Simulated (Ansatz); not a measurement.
Born–Oppenheimer molecular dynamics of AlFH₅OSi (9 atoms, charge 1, multiplicity 1). It starts at the highest image of a converged band. Of that band: Neighbouring images differ by up to 1.2 eV, so the band resolves the path poorly. A vibrational analysis at the climbing image gives one clearly imaginary mode, 1303i cm⁻¹, and a faint second one (22i cm⁻¹) that may be numerical noise or a soft torsion: probably a first-order saddle point.

Method: UKS BLYP-D4/6-31G (Ansatz 0.2.0).

- ensemble: NVE (velocity Verlet)
- time step: 0.5 fs
- steps asked: 200
- starting velocities drawn for: 100 K
- seed: 11115

First frame:

```xyz
9
Properties=species:S:1:pos:R:3
F -1.490 2.332 -1.039
Al -0.377 0.872 -0.913
O 0.081 -0.219 0.240
Si 0.658 -1.443 1.414
H -0.247 1.414 -2.542
H -0.976 2.169 -2.161
H 2.087 -1.077 1.686
H 0.505 -2.760 0.712
H -0.241 -1.287 2.603
```

Problem. How far do the bonds stretch over the last three quarters of this one trajectory? (Pairs bonded in most of those frames.)

Solution. 
| bond | mean (Å) | spread (Å) | shortest | longest |
| --- | --- | --- | --- | --- |
| F1–Al2 | 1.691 | 0.056 | 1.60 | 1.80 |
| Al2–O3 | 1.655 | 0.024 | 1.61 | 1.69 |
| O3–Si4 | 1.816 | 0.050 | 1.71 | 1.89 |
| Si4–H7 | 1.500 | 0.020 | 1.47 | 1.53 |
| Si4–H8 | 1.500 | 0.011 | 1.48 | 1.52 |
| Si4–H9 | 1.501 | 0.006 | 1.49 | 1.51 |
| H5–H6 | 0.755 | 0.030 | 0.71 | 0.81 |

Mean temperature of the second half: 714 K. The conserved energy stayed within 0.096 meV per atom of its start (net change 0.033 meV per atom), so the integration is sound. The system heated up, since it started high on the potential surface and ran downhill. A run of 0.1 ps of so small a system gives no equilibrium averages. The orbitals stay closed-shell, which can raise the energy where a bond breaks towards radicals; this wasn't checked here. Limits of this set-up: no polarisation functions, the dipole of an ion depends on the origin.

Time of the run: 8.6 min on 1 thread of Arm Neoverse V2, with other jobs on the host, peak memory 0.12 GiB.
